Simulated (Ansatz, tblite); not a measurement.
Cost and result up the ladder for Zn2Se3⁻ (5 atoms). Total charge -1; doublet. Geometry: PBE-D4/def2-SVPD.

```
atom   x (Å)   y (Å)   z (Å)
 Zn1  -0.225  -0.359   0.504
 Zn2   0.658   1.055  -1.483
 Se3   1.960   0.911   0.408
 Se4  -1.382   0.018  -1.713
 Se5  -1.011  -1.626   2.284
```

Ansatz on 4 threads of Arm Neoverse V2 on a shared host; xTB runs through tblite on one thread. Times are rough, summed over both states, and most runs start from the orbitals of an earlier one. PBE-QIDH/def2-TZVPD serves as the yardstick here, not as an exact answer. The other state is a quartet at its own geometry, which has other bonds, so the gap mixes isomer and spin.

The xTB rows come from tblite. LC-ωPBE has ω = 0.4 bohr⁻¹. Correlated methods freeze 45 core orbitals; core or outer-core shells of Se are correlated, in sets that lack core-valence functions. The structure comes from a short search, and lower isomers may exist.

Correlated methods converge slowly with the basis.

xTB has no spin-polarisation term.

| level | functions | wall time |
| --- | --- | --- |
| GFN1-xTB | 35 | 0.009 s |
| GFN2-xTB | 35 | 0.01 s |
| PBE-D4/def2-TZVPD | 273 | 23 s |
| MP2/def2-TZVPD | 273 | 52 s |
| LC-ωPBE/def2-TZVPD | 273 | 66 s |
| PBE0-D4/def2-TZVPD (with forces) | 273 | 76 s |
| r2SCAN-D4/def2-TZVPD | 273 | 83 s |
| PBE-QIDH/def2-TZVPD | 273 | 90 s |

Problem. Estimate what each level gives for the quartet − doublet (eV).

Solution. 
```json
{"level": "GFN1-xTB", "quartet − doublet (eV)": "1.88", "difference from PBE-QIDH/def2-TZVPD (eV)": "0.14"}
{"level": "GFN2-xTB", "quartet − doublet (eV)": "1.87", "difference from PBE-QIDH/def2-TZVPD (eV)": "0.14"}
{"level": "PBE-D4/def2-TZVPD", "quartet − doublet (eV)": "1.50", "difference from PBE-QIDH/def2-TZVPD (eV)": "-0.23"}
{"level": "MP2/def2-TZVPD", "quartet − doublet (eV)": "1.83", "difference from PBE-QIDH/def2-TZVPD (eV)": "0.09"}
{"level": "LC-ωPBE/def2-TZVPD", "quartet − doublet (eV)": "1.74", "difference from PBE-QIDH/def2-TZVPD (eV)": "0.01"}
{"level": "PBE0-D4/def2-TZVPD (with forces)", "quartet − doublet (eV)": "1.59", "difference from PBE-QIDH/def2-TZVPD (eV)": "-0.14"}
{"level": "r2SCAN-D4/def2-TZVPD", "quartet − doublet (eV)": "1.53", "difference from PBE-QIDH/def2-TZVPD (eV)": "-0.21"}
{"level": "PBE-QIDH/def2-TZVPD", "quartet − doublet (eV)": "1.73", "difference from PBE-QIDH/def2-TZVPD (eV)": "0.00"}
```
